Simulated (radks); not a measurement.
The numbers below are computed, except where a source is named.
The iron anion Fe- inside a hard spherical wall (all orbitals vanish at R), configuration held at [Ar] 3d7 4s2 and not refilled when levels cross. Code: a radial shooting solver on a logarithmic mesh with Libxc functionals. Model: scalar-relativistic Kohn-Sham, r2SCAN, spin-polarised, spherical densities, finite nucleus; open shells are filled with parallel spins first; meta-GGA in the generalised Kohn-Sham scheme; Fermi nuclear charge, rms radius 3.7377 fm. Eigenvalues in eV for spin up, with the zero of energy where the potential of the charges vanishes at infinity; a dash marks a level that is unbound or too diffuse for the functional's potential to be trusted. A positive occupied level is held by the wall or, in an anion where self-interaction has pushed it up, behind a barrier. The pressure on the wall is -dE/dV.

R (bohr)  E (hartree)  kinetic (hartree)    e(3s)    e(3p)   e(3d)   e(4s)  e(4p, empty)  e(5s, empty)  pressure (GPa)
15        -1272.81370           1288.059  -90.040  -54.801  -0.691  -0.017             -             -          0.0127
12        -1272.80967           1288.054  -89.234  -54.005   0.049   0.391         3.637         5.481          0.0288
10        -1272.80408           1288.070  -88.643  -53.417   0.604   0.743         4.098         6.905           0.105
8         -1272.78640           1288.134  -87.651  -52.425   1.549   1.443         5.151        10.174           0.579
7         -1272.76250           1288.219  -86.780  -51.556   2.373   2.128         6.196        13.437            1.63
5         -1272.57718           1288.824  -82.903  -47.705   5.976   5.776        11.441        29.797            19.6
3.5       -1271.74198           1291.326  -73.849  -38.837  14.440  17.532        26.666        74.756             241
2.5       -1268.67012           1300.332  -56.519  -21.911  32.338  52.392        67.518        182.42            2480
2         -1262.76222           1317.802  -35.951   -0.993  56.111  109.60        129.35        329.78           11700
1.5       -1241.89329           1375.286   15.192   53.099  116.20  276.60        298.06        701.15           82100
